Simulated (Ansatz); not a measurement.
Ideal-gas functions of `[Cl][Sb]([SeH])[TeH]` at 500 K and 1 bar, from an Ansatz frequency run at PBE0-D4/def2-TZVP.

Molar mass 365.79 g/mol, point group C1 (symmetry number 1), electronic degeneracy 1, moments of inertia 478.693, 915.329, 1169.96 u Å². Harmonic wavenumbers (cm⁻¹, unscaled): 57, 63, 98, 120, 194, 233, 240, 348, 535, 636, 2142, 2415.

Use S(trans) = R[1.5 ln M + 2.5 ln T − 1.1517]; rotational temperatures θ = 24.2544 K / I; S(rot) = R[ln(√π/σ · √(T³/θAθBθC)) + 1.5]; for each mode x = 1.438777 ν̃/T, S = R[x/(eˣ − 1) − ln(1 − e⁻ˣ)] and H = RT x/(eˣ − 1); 1 cm⁻¹ = 0.0119627 kJ/mol; R = 8.31446 J/(mol·K).

Q: By hand: the entropy, in J/(mol·K).

A: Translation 193.2. Rotation: θ = 0.0507, 0.0265, 0.0207 K, giving 138.3. Vibration, mode by mode: 23.35, 22.52, 18.87, 17.20, 13.27, 11.79, 11.56, 8.64, 5.50, 4.36, 0.13, 0.06, in all 137.3. Electronic 0.0. Sum 468.8 J/(mol·K).

Q: By hand: H − E and G − E in kJ/mol, counted from the electronic energy.

A: Zero-point energy ½ × 7081 × 0.0119627 = 42.4; thermal vibration 29.3; translation, rotation and pV give 4 RT = 16.6. H − E = 88.3 kJ/mol, and G − E = 88.3 − 500 × 468.8/1000 = -146.1 kJ/mol.

Vibration gives 29 % of the entropy, 81.9 J/(mol·K) of it from the modes under 150 cm⁻¹: soft modes count most, and the harmonic formula is weakest for them. The sum counts one conformer and one mirror image; others add a mixing term.
